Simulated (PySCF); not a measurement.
Structure problem from calculated spectra and properties.

Elements present: C, Cl and H. Monoisotopic mass: 187.9926 u.

| Quantity | Value |
| --- | --- |
| NMR, other nuclei | isotropic shieldings of nuclei other than C and H, by class: 451 (3 Cl) ppm [GIAO PBE0/pcSseg-1] |
| Rotational structure | rotational constants A, B, C: 1.340, 0.693, 0.671 GHz [GFN2-xTB] |
| 1H NMR | chemical shifts (computed TMS as zero) by class: 2.62 (2 H), 1.23 (9 H) ppm [GIAO PBE0/pcSseg-1] |
| 13C NMR | chemical shifts (computed TMS as zero) by class: 123.9 (1 C), 67.7 (1 C), 34.8 (1 C), 31.8 (3 C) ppm [GIAO PBE0/pcSseg-1] |
| Dipole | 2.30 D [PBE0/pcSseg-1] |

Electronic properties: PySCF, gas phase, density fitting. Levels stand in brackets. Isolated species at its GFN2-xTB geometry, gas phase. NMR values are class means; diastereotopic atoms form classes of their own.

Question: Which formula fits the mass and the elements?

Answer: C6H11Cl3 (calculated 187.9926). No other formula that holds each of these elements comes within 0.0003 u with a fitting electron parity and a possible valence count.

Question: Propose a structure and show how it fits.

Answer: Numbering: `[CH3:1][C:2]([CH3:3])([CH3:4])[CH2:5][C:6]([Cl:7])([Cl:8])[Cl:9]`. Its formula, C6H11Cl3, gives 0 degrees of unsaturation, so no ring and no π bond. 6 carbons fall into 4 classes; from least to most shielded: CCl3 carbon [C6] (123.9 ppm), chain CH2 carbon [C5] (67.7 ppm), quaternary sp3 carbon [C2] (34.8 ppm), methyl carbon [C1/C3/C4] (31.8 ppm, 3 C, up to 7.7 ppm apart in this geometry). Hydrogen classes from least to most shielded: 2 H on a chain CH2 carbon, C5 (2.62 ppm), 9 H on 3 methyl carbons, C1/C3/C4 (1.23 ppm, a mean of values up to 1.8 ppm apart in this geometry). The other shieldings belong to: 451 ppm, chlorine of a CCl3 group [Cl7/Cl8/Cl9]. The optimised geometry has point group C1 and is an asymmetric top. Structure: `CC(C)(C)CC(Cl)(Cl)Cl`. The assignments are read from this structure; whether some other isomer fits the data as well wasn't checked. NMR values of atoms bound to several Cl lack the spin–orbit term that these neighbours bring.

The values belong to the conformer `[CH3:1][C:2]([CH3:3])([CH3:4])[CH2:5][C:6]([Cl:7])([Cl:8])[Cl:9]`: C1–C2–C5–C6 -159°, C2–C5–C6–Cl7 -169°.
